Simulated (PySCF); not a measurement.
## Spectroscopy problems

Level of theory: GIAO PBE0/pcSseg-1 shieldings, geometry from GFN2-xTB, in PySCF (in vacuum, relativity neglected, one averaged value for each set of equivalent atoms, one conformer).

Chemical shifts δ = σref − σ; ¹H (σ = 31.72 ppm), ¹³C (σ = 186.93 ppm) vs TMS, all at this level. Where no couplings were computed, multiplicities follow the n + 1 count of equivalent neighbours, and m marks all less simple cases (inequivalent or close neighbours, rings, F or P nearby). Shifts are as computed. Against solution values, carbons near 30 ppm lie about +3 ppm off and those near 130 ppm about +5 ppm. Of 1211 compounds with measured shifts, 218 miss one by over three times the rms of a fit or turn the order of signals round; such compounds aren't used in these exercises. OH and NH positions are gas-phase values without hydrogen bonding to other molecules.

Problem. C$_{8}$H$_{9}$NO. ¹H NMR (500 MHz, computed): δ 8.06 (d, 1H), 7.50 (s, 1H), 7.22 (m, 1H), 6.91 (d, 1H), 1.55 (m, 1H), 1.13 (m, 2H), 0.72 (m, 2H). ¹³C{¹H} NMR (computed): δ 151.7 (C), 141.0 (CH), 137.5 (CH), 131.6 (CH), 124.7 (CH), 16.6 (CH), 15.1 (CH2). What is it?

Solution. SMILES C1=CC(C2CC2)=C[N+]([O-])=C1. The formula gives 5 degrees of unsaturation (2 rings in the answer). 7 carbon signals for 8 carbons: some carbons are equivalent by symmetry or fast rotation. Carbon types of the structure: 1 × C, 5 × CH, 2 × CH2, which accounts for all hydrogens. δC 151.7: substituted aromatic carbon. δC 141.0, 137.5: aromatic CH next to a ring nitrogen. δC 131.6, 124.7: aromatic CH. δC 16.6, 15.1: three-membered-ring carbon; carbons of three-membered rings are unusually shielded.

The data come from this structure; uniqueness wasn't tested.

Problem. C$_{3}$H$_{12}$N$_{2}$OSi. ¹H NMR (400 MHz, computed): δ 5.16 (s, 1H), 3.79 (s, 3H), 2.52 (s, 6H), 0.61 (br s, 2H). ¹³C{¹H} NMR (computed): δ 50.4, 38.0. Give a structure.

Solution. `CO[Si@H](N)N(C)C`. The formula gives 0 degrees of unsaturation. 2 carbon signals for 3 carbons: some carbons are equivalent by symmetry or fast rotation. Carbon types of the structure: 3 × CH3, leaving 3 H on heteroatoms. δC 50.4: methyl carbon bonded to O; pulled downfield by the heteroatom. δC 38.0: methyl carbon bonded to N; the inductive effect lowers its shielding. δH 2.52: hydrogen on a methyl carbon bonded to N; its carbon carries N, an electronegative neighbour. δH 0.61: hydrogen on a nitrogen bonded to Si; exchangeable; this is the value without hydrogen bonding to other molecules.

The shifts were computed for this structure.
